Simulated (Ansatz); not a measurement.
## Ligand exchange: C3H8Cd + CH2ClI → C2H5CdCl + C2H5I

Gas-phase species: C3H8Cd `C[CH2][Cd][CH3]`, singlet; CH2ClI (chloroiodomethane) `ClCI`, singlet; C2H5CdCl `C[CH2][Cd][Cl]`, singlet; C2H5I (iodoethane) `CCI`, singlet. The partners trade CH3 for Cl: Cd–CH3 and C–Cl bonds give way to Cd–Cl and C–CH3.

Shapes, held fixed at every level: PBE0-D4/def2-TZVP. Programs: Ansatz 0.2.0. Electronic energies: no zero-point or thermal term.

Estimate ΔE of this reaction.

The highest level, CCSD(T)/def2-TZVPP, gives ΔE = -197.8 kJ/mol; the levels span -217.4 to -188.8. The column of differences is taken from that level and isn't an error. No measured value is set beside it here. For atoms past krypton def2 sets carry core potentials with scalar relativity. Outer-core shells of Cd, I are correlated, in sets that cover them unevenly. Times are processor times on shared x86 and Arm servers, and rough.

```json
{"level": "PBE-D4/def2-TZVPP", "kind": "GGA", "ΔE (kJ/mol)": "-188.8", "less CCSD(T)/def2-TZVPP": "+9.0", "CPU time (sum over the molecules)": "32 s"}
{"level": "r2SCAN-D4/def2-TZVPP", "kind": "meta-GGA", "ΔE (kJ/mol)": "-203.6", "less CCSD(T)/def2-TZVPP": "-5.8", "CPU time (sum over the molecules)": "66 s"}
{"level": "B3LYP-D4/def2-TZVPP", "kind": "global hybrid", "ΔE (kJ/mol)": "-201.1", "less CCSD(T)/def2-TZVPP": "-3.3", "CPU time (sum over the molecules)": "52 s"}
{"level": "BHLYP-D4/def2-TZVPP", "kind": "global hybrid", "ΔE (kJ/mol)": "-217.4", "less CCSD(T)/def2-TZVPP": "-19.6", "CPU time (sum over the molecules)": "41 s"}
{"level": "r2SCAN0-D4/def2-TZVPP", "kind": "global hybrid", "ΔE (kJ/mol)": "-211.3", "less CCSD(T)/def2-TZVPP": "-13.5", "CPU time (sum over the molecules)": "66 s"}
{"level": "wB97M-V/def2-TZVPP", "kind": "range-separated hybrid", "ΔE (kJ/mol)": "-202.5", "less CCSD(T)/def2-TZVPP": "-4.7", "CPU time (sum over the molecules)": "2.5 min"}
{"level": "CCSD/def2-TZVPP", "kind": "coupled cluster or CI", "ΔE (kJ/mol)": "-204.2", "less CCSD(T)/def2-TZVPP": "-6.4", "CPU time (sum over the molecules)": "–"}
{"level": "CCSD(T)/def2-TZVPP", "kind": "coupled cluster or CI", "ΔE (kJ/mol)": "-197.8", "less CCSD(T)/def2-TZVPP": "0.0", "CPU time (sum over the molecules)": "–"}
```
